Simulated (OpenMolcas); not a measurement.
An atom or ion with 72 electrons was computed by SS-CASPT2, IPEA 0.25 Eh, imaginary shift 0.1 Eh with spin-orbit coupling (OpenMolcas, ANO-RCC-VTZP, DKH2). The lowest levels that the run gave, each within 12 % of the measured value where one is at hand:

```csv
J,Parity,E (cm⁻¹),g
0,even,0.0,
1,even,4400,1.499
2,even,8260,1.476
3,even,11290,1.456
4,even,13360,1.400
0,even,18870,
4,even,21270,0.972
3,even,24990,0.907
2,even,25480,0.810
1,even,25540,1.399
5,even,26440,1.072
6,even,28850,1.125
```

Q: Which ion is it, and what are the configurations and terms?

A: Os4+ (Z = 76, charge +4; active space 4 electrons in 10 orbitals (5d 6d)). J, parity and g give the terms where levels are pure, and mixed ones are named by the computed weights; the size of the splittings, set against known spectra of the 72-electron sequence, gives the charge. In order, with the measured energies in cm⁻¹ (the list in Palmeri et al., Atoms 14, 22 (2026)): 5d⁴ ⁵D₀ [64 %], 5d⁴ ⁵D₁ (4311), 5d⁴ ⁵D₂ (8083), 5d⁴ ⁵D₃ (11018), 5d⁴ ⁵D₄ [70 %] (12966), 5d⁴ ³P₀(1) [52 %], 5d⁴ ³H₄ [57 %] (20374), 5d⁴ ³G₃ [61 %] (23942), 5d⁴ ³F₂(1) [68 %], 5d⁴ ³P₁(1) (24680), 5d⁴ ³H₅ (25344), 5d⁴ ³H₆ (27669).

CASPT2 breaks the degeneracy within a term, and the mean is taken; among the terms shown or strongly mixed into the levels shown the widest spread is 95 cm-1 (5d⁴ ¹I). Active for correlation alone: 6d; no level in the range computed is led by a configuration that fills it, so any true level of that kind is missing. Computed and measured levels are paired by configuration, term and J; levels that our copy of the source lacks, or whose pairing is in doubt (as where it misses far off the trend of its configuration), stay unpaired and out of the deviations. Levels of configurations outside the active space are missing.

A share in square brackets marks a mixed level and gives the weight of the term that names it. A number in round brackets counts repeated terms of one configuration in the order of the reference energies.
